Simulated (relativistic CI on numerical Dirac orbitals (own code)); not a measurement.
**d1 to d9 in one octahedral field**

Computed with a parametric ligand-field model without spin-orbit coupling, by exact diagonalisation: B = 890, C = 3720, 10Dq = 21000 cm⁻¹ (Oh; |10Dq|/B = 23.6) for every shell. Energies in cm⁻¹; the field energy is (0.6 n_e − 0.4 n_t2) × 10Dq of the ground term; g labels are left out.

```csv
Shell,Ground term,Electrons in e,Field energy,First spin-allowed bands,Lowest term of other spin
d1,2T2,0.000,-8400,2E 21000,
d2,3T1,0.031,-16153,"3T2 19282, 3T1 30913",1T2 13270
d3,4A2,0.000,-25200,"4T2 21000, 4T1 29767",2E 17677
d4,?,?,?,?,?
d5,6A1,2.000,0,none,2T2 5556
d6,1A1,0.057,-49195,"1T1 18793, 1T2 29485",5T2 10139
d7,2E,1.044,-36869,"2T1 18595, 2T2 19326",4T1 3096
d8,3A2,2.000,-25200,"3T2 21000, 3T1 29767",1E 14340
d9,2E,3.000,-12600,2T2 21000,
```

Problem. Fill in the row of d4.

Solution. Ground term: 5E; Electrons in e: 1.000; Field energy: -12600; First spin-allowed bands: 5T2 21000; Lowest term of other spin: 3T1 1397. Low spin: d6, d7; the other shells keep the spin of the free ion. Only d4 to d7 can choose; the field needed to pair spins is smallest for d6 and largest for d5, which loses most exchange energy. In the strong-field picture 10Dq must exceed about 6B + 5C = 23940 (d4), 7.5B + 5C = 25275 (d5), 2.5B + 4C = 17105 (d6) and 4B + 4C = 18440 (d7); mixing of terms shifts these bounds somewhat.
